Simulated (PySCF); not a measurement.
A PySCF script (with the pyscf-properties extension) for the NMR shieldings of `InChI=1S/C3H10O2SSi/c1-4-7(5-2)6-3/h7H,1-3H3`, on a GFN2-xTB geometry:

```python
import basis_set_exchange as bse
import numpy as np
from pyscf import gto, dft
from pyscf.prop import nmr

atoms = """
C    -0.444133    2.382596    0.439064
O    -0.430554    1.307248   -0.461401
Si    0.273544   -0.138174   -0.367693
O     1.786327    0.038005    0.165815
C     2.703552   -0.951252    0.541481
S    -0.740060   -1.490775    0.963838
C    -2.447112   -1.264200    0.373769
H     0.571192    2.643787    0.738931
H    -1.025217    2.133895    1.330440
H    -0.904575    3.230379   -0.069373
H     0.128210   -0.588749   -1.738430
H     2.225580   -1.706420    1.167807
H     3.117553   -1.434266   -0.345828
H     3.505440   -0.466226    1.098389
H    -2.714914   -0.214499    0.430275
H    -3.087398   -1.852496    1.021746
H    -2.524432   -1.616823   -0.649280
"""
names = dict.fromkeys(["C", "O", "Si", "S", "H"], "pcSseg-1")
basis = {el: gto.basis.parse(bse.get_basis(n, elements=[el], fmt="nwchem")) for el, n in names.items()}
mol = gto.M(atom=atoms, basis=basis, charge=0, verbose=0)
mf = dft.RKS(mol, xc="PBE0")
mf.grids.level = 2
mf.grids.alignment = dft.numint.BLKSIZE   # the property module wants whole blocks of grid points
mf.conv_tol = 1e-9
mf.kernel()

calc = nmr.RKS(mf)   # GIAO
C = mf.mo_coeff
Co = C[:, mf.mo_occ > 0]
resp = mf.gen_response(singlet=True, hermi=2)
def vind(x):   # induced exchange potential for any number of trial vectors
    d = np.einsum("pi,xij,qj->xpq", C, 2 * x.reshape(-1, C.shape[1], Co.shape[1]), Co, optimize=True)
    return np.einsum("xpq,pi,qj->xij", resp(d - d.transpose(0, 2, 1)), C, Co, optimize=True).ravel()
mo1, _ = nmr.rhf.solve_mo1(calc, with_cphf=vind)
sigma = calc.kernel(mo1)
for i, s in enumerate(sigma):   # ppm
    w = np.linalg.eigvalsh((s + s.T) / 2)
    print("%2d %-2s iso %8.1f  s11 %8.1f  s22 %8.1f  s33 %8.1f" % (i, mol.atom_pure_symbol(i), w.mean(), *w))
```

Q: What are the results?

A: 
```
 0 C  iso    136.0  s11    110.7  s22    112.3  s33    185.0
 1 O  iso    304.5  s11    265.2  s22    318.7  s33    329.5
 2 Si iso    377.5  s11    355.0  s22    380.2  s33    397.2
 3 O  iso    310.8  s11    255.7  s22    322.4  s33    354.2
 4 C  iso    134.3  s11    108.7  s22    110.1  s33    184.3
 5 S  iso    670.3  s11    596.0  s22    629.8  s33    784.9
 6 C  iso    176.6  s11    167.5  s22    170.9  s33    191.5
 7 H  iso     27.8  s11     22.8  s22     26.4  s33     34.2
 8 H  iso     27.9  s11     23.0  s22     26.5  s33     34.1
 9 H  iso     27.9  s11     23.5  s22     25.4  s33     34.8
10 H  iso     26.7  s11     23.0  s22     24.4  s33     32.7
11 H  iso     28.0  s11     22.5  s22     27.9  s33     33.7
12 H  iso     27.9  s11     23.7  s22     25.2  s33     34.8
13 H  iso     27.8  s11     23.4  s22     25.4  s33     34.6
14 H  iso     29.7  s11     22.8  s22     29.3  s33     36.8
15 H  iso     29.7  s11     24.0  s22     26.9  s33     38.4
16 H  iso     29.7  s11     24.1  s22     27.4  s33     37.8
```

These numbers come from an equivalent density-fitted implementation of the same equations, which agrees with the script to about 0.01 ppm for H and up to a few tenths of a ppm for heavy atoms, so last digits may differ.

Q: Turn these shieldings into chemical shifts. Chemical shifts δ = σref − σ; 13C (σref 186.93), 29Si (σref 349.16), 1H (σref 31.72) vs TMS; 17O (σref 336.08) vs H2O; CS2 for 33S (σref 503.73), all at this level.

A: Averaging equivalent atoms: C 0/4: 51.8; C 6: 10.3; O 1/3: 28.5; Si 2: -28.3; S 5: -167; H 10: 5.01; H 7/8/9/11/12/13: 3.83; H 14/15/16: 2.00 ppm. Experimental scales use liquid or dissolved standards, which lie at an offset from isolated H2O (liquid H2O: subtract about 36 ppm).

Size and cost of the density-fitted run: 183 basis functions, about 70 core-seconds.
